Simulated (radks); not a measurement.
The numbers below are computed, except where a source is named.
The nuclear charge of the zinc ion Zn2+ is varied continuously with 28 electrons held in [Ar] 3d10. Level of theory: Dirac Kohn-Sham, PBEsol, spin-unpolarised, spherical densities, finite nucleus; Fermi nuclear charge, rms radius 3.9283 fm (a radial shooting solver on a logarithmic mesh with Libxc functionals). By the Hellmann-Feynman theorem dE/dZ = E(electron-nucleus)/Z, the electronic potential at the nucleus (averaged over a nucleus of fixed radius).

Z     E (hartree)  E(electron-nucleus)/Z (hartree)   HOMO  e(HOMO) (eV)  <r> HOMO (bohr)
29.5  -1722.62663                         -140.383  3d5/2       -21.512           0.9425
30    -1793.61919                         -143.586  3d5/2       -30.688           0.8821
30.5  -1866.21121                         -146.782  3d5/2       -40.962           0.8318
31    -1940.40032                         -149.974  3d5/2       -52.264           0.7888

The central difference of E at Z = 30 is -143.585 hartree, to compare with the third column; the second derivative is -6.4 hartree.
